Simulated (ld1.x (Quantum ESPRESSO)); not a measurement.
**vanadium, PAW: configuration errors across variants**

```json
{"Element": "vanadium (V)", "Generator": "ld1.x (Quantum ESPRESSO) 7.5", "Type": "PAW", "Functional": "PBE", "Relativity": "scalar-relativistic", "Frozen core": "[Ar]", "Valence charge": "5", "Reference configuration": "3d3 4s1.75 4p0.25", "Partial waves": "4s (bound): rcut 2.00, rcutus 2.50 bohr; 4s channel at 0.4 Ry: rcut 2.00, rcutus 2.50 bohr; 4p (bound): rcut 2.35, rcutus 2.95 bohr; 4p channel at 1.3 Ry: rcut 2.35, rcutus 2.95 bohr; 3d (bound): rcut 1.40, rcutus 1.85 bohr; 3d channel at 2.15 Ry: rcut 1.40, rcutus 1.85 bohr", "Local potential": "all-electron potential smoothed inside 2.50 bohr (lloc = -1)", "Core correction": "a·sin(br)/r model core, default radius (ld1.x builds one for every PAW set, though the input has nlcc=.false.)", "Augmentation charge": "BESSEL, radius 1.30 bohr"}
```

All-electron excitation energies from the reference (eV): (1) 3d3 4s2 4p0 -0.820; (2) 3d3 4s1 4p0 6.915; (3) 3d3 4s0 4p0 21.211; (4) 3d3 4s1.5 4p0 2.272; (5) 3d2 4s2 4p0 10.155; (6) 3d2 4s0 4p0 50.109; (7) 3d3 4s1 4p1 2.528.

Errors AE − PS in meV (a dash: test not solved or not reliable):

```csv
change,(1),(2),(3),(4),(5),(6),(7),bound ghosts
base,0.0,+2.9,+50,+0.2,-242,-469,+0.1,none
"waves 3d (bound): rcut 1.34, rcutus 1.42 bohr; 3d channel at 2.15 Ry: rcut 1.34, rcutus 1.42 bohr",0.0,+3.2,+57,+0.3,-243,-458,+0.2,none
"waves 3d (bound): rcut 1.40, rcutus 1.68 bohr; 3d channel at 2.15 Ry: rcut 1.40, rcutus 1.68 bohr",0.0,+3.3,+58,+0.3,-242,-458,+0.2,none
"waves 3d (bound): rcut 1.40, rcutus 1.84 bohr; 3d channel at 2.15 Ry: rcut 1.40, rcutus 1.84 bohr",0.0,+2.9,+50,+0.2,-242,-469,+0.1,none
"waves 3d (bound): rcut 1.40, rcutus 2.12 bohr; 3d channel at 2.15 Ry: rcut 1.40, rcutus 2.12 bohr",0.0,+1.7,+31,+0.1,-243,-486,-0.3,none
"waves 3d (bound): rcut 1.40, rcutus 2.30 bohr; 3d channel at 2.15 Ry: rcut 1.40, rcutus 2.30 bohr",0.0,+0.4,+17,0.0,-244,-490,-0.6,none
"waves 3d (bound): rcut 1.40, rcutus 2.48 bohr; 3d channel at 2.15 Ry: rcut 1.40, rcutus 2.48 bohr",-0.1,-1.3,+1.5,-0.2,-245,-495,-1.0,none
"waves 3d (bound): rcut 1.40, rcutus 2.76 bohr; 3d channel at 2.15 Ry: rcut 1.40, rcutus 2.76 bohr",-0.2,-1.1,+18,-0.1,-244,–,–,none
```

**Question.** Give the same row for: waves 3d (bound): rcut 1.10, rcutus 1.16 bohr; 3d channel at 2.15 Ry: rcut 1.10, rcutus 1.16 bohr.

**Answer.** 0.0, +2.6, +48, +0.2, -242, -477, +0.1; bound ghosts: none.
